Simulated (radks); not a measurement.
Values are calculated unless marked as measured or tabulated.
Effect of the nuclear size on neutral praseodymium, [Xe] 4f3 6s2. Level of theory: Dirac Kohn-Sham, relativistic LDA (MacDonald-Vosko exchange, VWN5 correlation), spin-unpolarised, spherical densities, finite nucleus; open shells are shared between the two j in proportion to 2j + 1; Fermi nuclear charge, rms radius 4.8919 fm (a radial shooting solver on a logarithmic mesh with Libxc functionals). The rms radius is varied about that value; shifts are against it.

| rms radius (fm) | total energy shift (eV) | density at nucleus (e/bohr^3) | 1s1/2 shift (meV) | 2s1/2 shift (meV) | 5s1/2 shift (meV) | 5p1/2 shift (meV) | 6s1/2 shift (meV) | 6p1/2 (empty) shift (meV) | 4f7/2 shift (meV) |
|---|---|---|---|---|---|---|---|---|---|
| 3.938 | -4.08 | 4.314e+05 | -1680 | -208 | -1.49 | 0.230 | -0.077 | 0.068 | 0.342 |
| 4.6767 | -0.982 | 4.157e+05 | -405 | -50.0 | -0.359 | 0.055 | -0.018 | 0.016 | 0.082 |
| 4.8919 | 0 | 4.117e+05 | 0.000 | 0.000 | 0.000 | 0.000 | 0.000 | 0.000 | 0.000 |
| 5.1071 | 1.02 | 4.079e+05 | 419 | 51.8 | 0.372 | -0.057 | 0.019 | -0.017 | -0.085 |
| 6.0562 | 5.90 | 3.932e+05 | 2440 | 301 | 2.16 | -0.333 | 0.111 | -0.099 | -0.494 |

Slopes of the eigenvalues against <r^2> in GHz/fm^2, as finite differences over the two radii next to the reference (eigenvalue slopes, not the field-shift constants of lines): 1s1/2 47300, 2s1/2 5840, 5s1/2 42.0, 5p1/2 -6.47, 6s1/2 2.15, 6p1/2 (empty) -1.92, 4f7/2 -9.60.
